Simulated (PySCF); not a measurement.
C5H4F2O, SMILES O=C1C=CCC1(F)F.

Geometry optimised at PBE0-D3(BJ)/def2-SVP. The structure was generated by enumeration, and PubChem lists no compound with its InChIKey, so it may never have been made. Other conformers were not sampled.

Vertical ionisation energy (IE) and electron affinity (EA) in eV. Rows of orbital energies are one-electron estimates. Where ΔSCF, EOM or ADC give a negative EA the extra electron is unbound and the value depends on the basis.

```tsv
level	IE	EA
−ε(HOMO), −ε(LUMO), ωB97X/def2-TZVP (PySCF)	10.06	-0.05
−ε(HOMO), −ε(LUMO), PBE/def2-TZVP (PySCF)	5.98	3.14
```
